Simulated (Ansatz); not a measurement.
Cost and result for the atomization energy of `F[SiH]1[SiH2]S1` (7 atoms, 7 bonds).

Charge 0, multiplicity 1. The geometry is a stationary point of PBE0-D4/def2-TZVP. Program: Ansatz. All runs use 2 threads of an Arm Neoverse V2 on a shared host. Times are those of one run each, without the atoms' runs, and a repeat can differ threefold. Electronic energies, without spin–orbit coupling; frozen cores. CCSD(T)/CBS adds CCSD(T) − MP2 in def2-TZVPP to the MP2 limit, and its time is that of the two runs behind it. T1 = 0.014. B3LYP takes the VWN-RPA correlation (the form of Gaussian; ORCA's B3LYP/G). HSE06 is the plane-wave form, built on full-range PBE exchange.

CCSD(T)/CBS is a level of theory with its own doubt, some kJ/mol a heavy atom from the limit and from the frozen cores, so smaller differences don't rank the functionals.

| level | functions | wall time | atomization (kJ/mol) | difference from CCSD(T)/CBS | per bond |
| --- | --- | --- | --- | --- | --- |
| CCSD(T)/def2-SVP | 83 | 1.6 s | 2069.4 | -236.3 | -33.8 |
| revPBE-D4/def2-TZVPP | 199 | 2 s | 2261.3 | -44.4 | -6.3 |
| BHLYP-D4/def2-TZVPP | 199 | 3 s | 2221.6 | -84.1 | -12.0 |
| HSE06-D4/def2-TZVPP | 199 | 3.3 s | 2281.9 | -23.8 | -3.4 |
| B3LYP-D4/def2-TZVPP (with forces) | 199 | 4.3 s | 2272.7 | -33.0 | -4.7 |
| B2PLYP/def2-TZVPP | 199 | 4.6 s | 2252.5 | -53.2 | -7.6 |
| r2SCAN-D4/def2-TZVPP (with forces) | 199 | 4.6 s | 2315.6 | 9.9 | 1.4 |
| r2SCANh-D4/def2-TZVPP | 199 | 5.5 s | 2298.5 | -7.2 | -1.0 |
| ωB97X-V/def2-TZVPP | 199 | 8 s | 2323.6 | 17.9 | 2.5 |
| B97M-V/def2-TZVPP | 199 | 8.5 s | 2337.7 | 32.0 | 4.6 |
| MP2/def2-QZVPP | 357 | 13 s | 2318.3 | 12.6 | 1.8 |
| CCSD(T)/def2-TZVPP | 199 | 45 s | 2221.6 | -84.1 | -12.0 |
| CCSD(T)/CBS(def2) | – | 58 s | 2305.7 | 0.0 | 0.0 |

At CCSD(T), def2-SVP lies −236.4 kJ/mol from the extrapolated value and def2-TZVPP −84.1 kJ/mol: correlation converges slowly with the basis, and small sets miss more of it in the bonded molecule than in its fragments. From PBE to PBE0 (25 % exact exchange), in def2-TZVPP and without D4, the atomization energy moves by −29.9 kJ/mol: exact exchange takes away binding that semilocal exchange gives to molecules. Leaving LDA and LC-ωPBE aside and taking each functional with its dispersion term where it has one, the values spread over 116.0 kJ/mol, from BHLYP-D4 to B97M-V. LDA lies +315.3 kJ/mol from PBE without D4, its usual overbinding.
